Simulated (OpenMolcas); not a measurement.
Bi+: effect of the active space

```json
{
  "Program": "OpenMolcas 26.06",
  "Method": "XMS-CASPT2 or its RAS form, IPEA 0.25 Eh, imaginary shift 0.1 Eh",
  "Basis": "ANO-RCC-VTZP",
  "Scalar Hamiltonian": "DKH2, point nucleus",
  "Spin-orbit coupling": "state interaction with AMFI integrals over the reference wave functions, term energies averaged over their components"
}
```

A. 2 electrons in 3 orbitals (6p); 2S+1 = 3 even, 3 roots; 2S+1 = 1 even, 6 roots; closed shells correlated: 5d 6s; CASPT2 step about 0.8 core-seconds
B. 4 electrons in 4 orbitals (6s 6p); 2S+1 = 3 even, 3 roots; 2S+1 = 1 even, 6 roots; 2S+1 = 5 odd, 1 root; 2S+1 = 3 odd, 9 roots; 2S+1 = 1 odd, 8 roots; closed shells correlated: 5d; CASPT2 step of the order of 2.5 core-seconds
C. 4 electrons in 8 orbitals (6s 6p 7s 7p); 2S+1 = 3 even, 3 roots; 2S+1 = 1 even, 6 roots; 2S+1 = 5 odd, 1 root; 2S+1 = 3 odd, 8 roots; 2S+1 = 1 odd, 8 roots; closed shells correlated: 5d; CASPT2 step roughly 9 core-seconds
D. 4 electrons in 9 orbitals (RAS2 6s 6p; RAS3 6d, at most 2 electrons); 2S+1 = 3 even, 3 roots; 2S+1 = 1 even, 6 roots; 2S+1 = 5 odd, 1 root; 2S+1 = 3 odd, 8 roots; 2S+1 = 1 odd, 8 roots; closed shells correlated: 5d; CASPT2 step roughly 15 core-seconds

Energies in eV above 6s² 6p² ³P₀, the measured ground level; measured values from NIST Handbook of Basic Atomic Spectroscopic Data.

| Level | A | B | C | D | Measured |
| --- | --- | --- | --- | --- | --- |
| 6s² 6p² ³P₀ | 0.0000 | 0.0000 | 0.0000 | 0.0000 | 0.0000 |
| 6s² 6p² ³P₁ | 1.405 | 1.389 | 1.321 | 1.390 | 1.6521 |
| 6s² 6p² ³P₂ [55 %] | 1.864 | 1.856 | 1.799 | 1.866 |  |
| 6s² 6p² ¹D₂ [55 %] | 3.665 | 3.660 | 3.547 | 3.671 |  |
| 6s² 6p² ¹S₀ | 4.965 | 5.130 | 5.041 | 5.055 | 5.4768 |

Deviations, from unrounded energies. A percentage is the sum of absolute deviations over the sum of measured energies, with the sign that they share, or ± where signs differ.

```tsv
Against measurement	Levels	A	B	C	D
mean absolute deviation (cm-1)	2	3100	2500	3100	2800
fine structure of the ground term (%)	1	-15.0	-16.0	-20.0	-15.9
other terms of the ground configuration (%)	1	-9.3	-6.3	-8.0	-7.7
```

B lies closest to measurement on these levels and C furthest from it. The largest miss of B in the table is 6s² 6p² ¹S₀, by -2800 cm-1. The ranking rests on the paired levels alone, and a cruder setting can come out closer through cancelling errors.

Among A to D the level of the table that moves most is 6s² 6p² ¹S₀, by 1300 cm-1 (lowest in A, highest in B). Moves below CASPT2's spread within the term are not significant.

Term energies are means over components that CASPT2 splits; among the terms shown or strongly mixed into the levels shown the widest spread is 950 cm-1 (6s² 6p² ¹D, A). Over all roots computed the reference weight is 0.82 to 0.93 in B, 0.80 to 0.93 in C; the roots of lowest weight are the least certain, and an intruder state may touch them. Spin-orbit splittings of 6p shells tend to come out small when the coupling is added on scalar orbitals. With the s shell closed, the reference lacks s² → p² mixing (holds for A). The run also gave levels led by 6s² 6p 7s, which use shells meant for correlation; these and all levels above them are left out (holds for C). The run also gave levels led by 6s² 6p 6d, which use shells meant for correlation; these and all levels above them are left out (holds for D). Measured partners are found by configuration, term and J. A level has none where our copy of the source lacks it or the pairing is in doubt (some pairs that miss far off the trend of their configuration count as doubtful), and it then counts in no deviation. Where the source uses jj or jK labels, the order within each J decides. Levels of configurations outside the active space are missing. The table leaves out levels that lie high or whose names do not pair safely across all columns.

A share in square brackets marks a mixed level and gives the weight of the term that names it, the lowest over the columns.
